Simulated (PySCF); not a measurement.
All values below come from TPSSh-D3(BJ)/def2-TZVP // BP86-D3(BJ)/def2-SVP (PySCF). All species are isolated molecules in the gas phase. 

Reference species: [Zn(F)2] (neutral, multiplicity 1).

```yaml
HOMO: -9.43 eV
mean_distance_from_the_central_atom_to_its_bonded_neighbours: 1.737 Å
HOMO–LUMO gap: 7.04 eV
```

Changed species: [Zn(F)(H)] (1 of 2 F replaced by H; the reference has 0 of 2 F replaced by H).

Q: Give the shifts of the HOMO, mean distance from the central atom to its bonded neighbours and HOMO–LUMO gap.

A: the HOMO increases by 0.38 eV, to -9.05 eV; the mean distance from the central atom to its bonded neighbours falls by 0.107 Å, to 1.630 Å; the HOMO–LUMO gap increases by 1.12 eV, to 8.16 eV.
